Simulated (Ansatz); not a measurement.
Molecule: AlCl, charge 0, multiplicity 1. SMILES: [Cl][Al]
Geometry from a B3LYP-D3(BJ)/def2-TZVP (Ansatz, a quantum-chemistry and plane-wave program) optimisation:
```xyz
2

Al     0.0000     0.0000    -1.2241
Cl     0.0000     0.0000     0.9361
```

Wanted: vertical triplet-singlet gap, E(triplet) - E(singlet), in eV. Terms: UHF or UKS for open shells; 6-31G* and kin with 6d, 5d where marked; each state is the SCF solution reached for its charge and spin; spin-orbit terms left out; non-relativistic. First-principles rows: single points at B3LYP-D3(BJ) geometries (Ansatz). Levels can end on unlike triplets.

```
species            coefficient  E at PBE/6-31G* (Ansatz), Eh  E at PBE/def2-TZVPD (Ansatz), Eh
-----------------  -----------  ----------------------------  --------------------------------
charge 0, triplet           +1                    -702.21821                        -702.27481
charge 0, singlet           -1                    -702.32431                        -702.37997
```

 1 Eh = 27.2114 eV.

Task: Compute it at each level from the table.

Result: 
- PBE/6-31G*: the sum of coefficient times E is 0.10610 Eh, or 2.887 eV. Result: 2.89 eV.
- PBE/def2-TZVPD: the sum of coefficient times E is 0.10516 Eh, or 2.862 eV. Result: 2.86 eV.
